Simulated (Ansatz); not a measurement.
Two shapes of singlet CH₃Br.

Shape 1:

```xyz
5

C    -0.0366   -0.0069   -1.4778
Br    0.0159   -0.0073    0.4652
H     0.0436   -1.0312   -1.8350
H    -0.9093    0.5425   -1.9016
H     0.9495    0.5190   -1.8662
```

Shape 2:

```xyz
5

C     0.0000    0.0000   -1.6321
Br    0.0000    0.0000    0.4518
H     0.0000   -1.1226   -2.0066
H    -0.9722    0.5613   -2.0066
H     0.9722    0.5613   -2.0066
```

Basis set: 6-31G* (spherical functions). Correlated methods keep 10 orbitals frozen. Charge 0, multiplicity 1.

Computed with Ansatz (development build ahead of 0.2.0); each method stands on the lowest determinant of its kind that the runs found.

Task: Which shape is lower in energy, and by how much in each method?

Result:

```csv
method,E(2) − E(1) (eV)
RHF,0.469
RHF-MP2,0.394
```

Shape 1 is lower.
